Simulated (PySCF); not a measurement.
Sn(H)(F)(Me)2 (C2H7FSn), SMILES [CH3][SnH]([CH3])[F].

Geometry: B3LYP-D3(BJ)/def2-SVP. The structure was generated by enumeration; whether it is a known compound was not checked. The def2 effective core potentials stand for the cores of Sn; spin–orbit coupling is left out.

Two levels are set side by side: TDA-PBE/def2-SVPD (PySCF) and TDA-LC-ωPBE/def2-SVPD (PySCF). Vertical, same geometry. The lowest singlet is HOMO→LUMO 76 %, HOMO→LUMO+1 23 % with PBE and HOMO→LUMO+1 85 % with the other functional; states are paired by order. Differences are taken from unrounded values.

```tsv
quantity	TDA-PBE
lowest singlet excitation (eV)	6.29
lowest triplet excitation (TDA) (eV)	5.86
first bright state (f over 0.05) (eV)	6.70
its oscillator strength	0.13
```

**Question.** These are the TDA-PBE values. What does TDA-LC-ωPBE give? (An estimate is asked for; the answer gives what the named calculation found.)

**Answer.** 
| quantity | TDA-LC-ωPBE | TDA-PBE minus TDA-LC-ωPBE |
|---|---|---|
| lowest singlet excitation (eV) | 7.48 | -1.19 |
| lowest triplet excitation (TDA) (eV) | 6.93 | -1.07 |
| first bright state (f over 0.05) (eV) | 8.28 | -1.58 |
| its oscillator strength | 0.39 | -0.26 |

Functionals without exact exchange tend to place singlet excitations lower, as here. Differences between two approximate levels are no errors against the true value.

Rough cost on one machine, each run with all the roots and properties that it gave: TDA-LC-ωPBE against TDA-PBE about 4 times.
